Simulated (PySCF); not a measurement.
C7H13NSi.
Numbering: `[CH:1]#[C:2][C@:3]([CH3:4])([NH:5][SiH3:6])[CH:7]1[CH2:8][CH2:9]1`

Structure used (GFN2-xTB), in Å, numbered top down from 1:
```xyz
22
C7H13NSi angstrom
C     -0.0106   -2.5358   -1.9327
C     -0.1389   -1.6654   -1.1211
C     -0.2643   -0.5521   -0.1793
C     -1.5767   -0.7058    0.5936
N     -0.2450    0.6866   -0.9301
Si    -1.2761    2.0498   -0.8362
C      0.9043   -0.6459    0.8111
C      2.2255    0.0067    0.5441
C      1.3239    0.5476    1.6117
H      0.0902   -3.3151   -2.6283
H     -2.4192   -0.6717   -0.0916
H     -1.5891   -1.6588    1.1180
H     -1.6716    0.0980    1.3177
H      0.4546    0.6649   -1.6543
H     -1.2789    2.6293    0.5157
H     -0.6869    2.9853   -1.7922
H     -2.6691    1.7506   -1.1950
H      0.9323   -1.6084    1.3098
H      2.3399    0.5889   -0.3574
H      3.1225   -0.5184    0.8367
H      1.5962    0.4052    2.6468
H      0.8268    1.4841    1.4122
```

Definitions: NICS(0) = −σiso at the ring centroid; NICS(1) = −σiso and NICS(1)zz = −σzz at ±1 Å along the ring normal z. Level: GIAO PBE0/pcSseg-1 (PySCF, non-relativistic, gas phase) on the GFN2-xTB geometry, one conformer.

Ring bond lengths (Å), with Mayer bond orders in brackets: C7–C8 1.498 (0.97), C8–C9 1.498 (0.98), C9–C7 1.497 (0.97).

Q: Give the NICS values of each ring in ppm.

A: 
```json
{"ring": "C7–C8–C9", "type": "3-membered carbocycle; formal bonds all single", "NICS(0)": "-44.2", "NICS(1), two faces": "-9.8 / -8.8", "NICS(1)zz, two faces": "-24.6 / -24.3", "rms pucker (Å)": "0.00", "centre to ring atoms, mean (Å)": "0.86"}
```

Q: What do they say, and how far can they be read as aromaticity?

A: 
- C7–C8–C9: mean NICS(1)zz -24.5 ppm, shielded. C7, C8, C9 have four or more neighbours, so the value isn't read as a sign of a π ring current. NICS(0) lies 35 ppm below the mean NICS(1).
